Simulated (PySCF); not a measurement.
# Telling isomers of C6H5NO apart by NMR

[PySCF 2.14.0 with density-fitted response routines: PBE0/pcSseg-1 with gauge-including orbitals; coordinates at the GFN2-xTB level; spin–spin couplings from B3LYP/pcJ-1 (spin–dipole term left out of most H,H and C,H couplings); single conformer; in vacuum; non-relativistic Hamiltonian; one averaged value for each set of equivalent atoms]

Referencing at the same level of theory: TMS for $^{1}$H, $^{13}$C. Multiplet labels drop J under 1 Hz and among equivalent protons, and merge close values. Unscaled 3J(H,H) run several per cent high. Where no couplings were computed, multiplicities follow the n + 1 count of equivalent neighbours, and m marks all less simple cases (inequivalent or close neighbours, rings, F or P nearby). Shifts are as computed. Against solution values, carbons near 30 ppm lie about +3 ppm off and those near 130 ppm about +5 ppm. Of 1211 compounds with measured shifts, 218 miss one by over three times the rms of a fit or turn the order of signals round; such compounds aren't used in these exercises.

(1) Tabulate the signals of `O=Cc1ccccn1`, `C#C/C(=C\C#N)OC` and their relative energies.

(2) What is the quickest way to tell O=Cc1ccccn1 from C#C/C(=C\C#N)OC?

Answers

(1) 
```json
{"SMILES": "O=Cc1ccccn1", "carbon types": "1×C 5×CH", "δC": "201.2, 157.4, 155.7, 142.8, 133.0, 128.5", "δH": "10.33 (s, 1H), 9.15 (dt, 1H), 8.38 (dd, 1H), 8.20 (td, 1H), 7.62 (dd, 1H)", "E rel. (kcal/mol)": "0.0"}
{"SMILES": "C#C/C(=C\\C#N)OC", "carbon types": "3×C 2×CH 1×CH3", "δC": "163.3, 121.2, 103.0, 93.0, 77.8, 58.5", "δH": "5.19 (s, 1H), 3.99 (s, 3H), 3.50 (s, 1H)", "E rel. (kcal/mol)": "74.0"}
```

Energies are electronic energies at PBE0/pcSseg-1 on these geometries, without zero-point or thermal terms, each for the one conformer computed, which needn't be the lowest.

(2) Both give the same number of carbon signals, but DEPT or the intensities differ. The first has an aldehyde carbonyl carbon (CH) at 201.2 ppm, the second an alkyne carbon (C) at 77.8 ppm. Their most deshielded carbons lie at 201.2 and 163.3 ppm. In the proton spectra the most deshielded non-exchanging signals are 10.33 (s, 1H) and 5.19 (s, 1H).
